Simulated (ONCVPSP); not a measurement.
Configuration tests for molybdenum (Mo) (ONCV)

| Property | Result |
| --- | --- |
| Element | Mo |
| Generator | ONCVPSP 4.0.1 |
| Type | optimised norm-conserving Vanderbilt (ONCV) |
| Functional | PBE |
| Relativity | scalar-relativistic |
| Frozen core | [Ar] 3d10 |
| Valence charge | 14 |
| Reference configuration | 4s2 4p6 4d5 (charge +1) |
| Partial waves | 4s: rc 1.30 bohr, ncon 4, nbas 9, qcut 6 1/bohr, 1 projector; 4p: rc 1.95 bohr, ncon 5, nbas 10, qcut 6.8 1/bohr, 1 projector; 4d: rc 2.10 bohr, ncon 4, nbas 9, qcut 7.6 1/bohr, 1 projector |
| Local potential | polynomial inside 1.00 bohr (lpopt 5, dvloc0 6 Ha) |
| Core correction | Teter function, fcfact 6, rcfact 1 |

Energies are relative to the spin-unpolarised reference configuration 4s2 4p6 4d5; without spin polarisation the order of configurations can differ from experiment.

```
valence configuration  charge  ΔE all-electron (eV)  error AE − PS (meV)
      4s2 4p6 4d5 5s1       0                -6.890                 +359
          4s2 4p6 4d4      +2                15.462                 +1.3
          4s2 4p6 4d6       0                -6.128                 -0.6
```

Question: What are ΔE and the potential's error for 4s2 4p6 4d3?

Answer: ΔE = 42.206 eV all-electron; the error (AE − PS) is +13 meV.

Levels in the configuration 4s2 4p6 4d4:

| level | all-electron (eV) | pseudo (eV) |
| --- | --- | --- |
| 4s | -82.754 | -82.728 |
| 4p | -56.751 | -56.736 |
| 4d | -20.827 | -20.823 |
